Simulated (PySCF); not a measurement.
GaHI2, SMILES [I][GaH][I]. Atoms are numbered in the order given.

```xyz
4

Ga     0.0000     0.0000    -0.9859
H      0.0000     0.0000    -2.5535
I      0.0000    -2.1367     0.3124
I      0.0000     2.1367     0.3124
```
Charge 0, spin multiplicity 1.

Coordinates come from a PBE-D3(BJ)/def2-SVP optimisation. The def2 effective core potentials stand for the cores of I; spin–orbit coupling is left out.

All values below come from PySCF with PBE-D3(BJ)/def2-SVP.

Frequencies are harmonic and unscaled.

Computed normal modes with their intensities:
```
mode  ν (cm⁻¹)  IR (km/mol)  moving atoms (share of kinetic energy)
----  --------  -----------  --------------------------------------
1           67          0.6                         I 75 %, Ga 25 %
2          216          6.9                         Ga 52 %, I 47 %
3          274         57.6                         Ga 72 %, I 28 %
4          378         14.5                                  H 93 %
5          561        135.6                                  H 99 %
6         1941        103.2                                  H 99 %
```
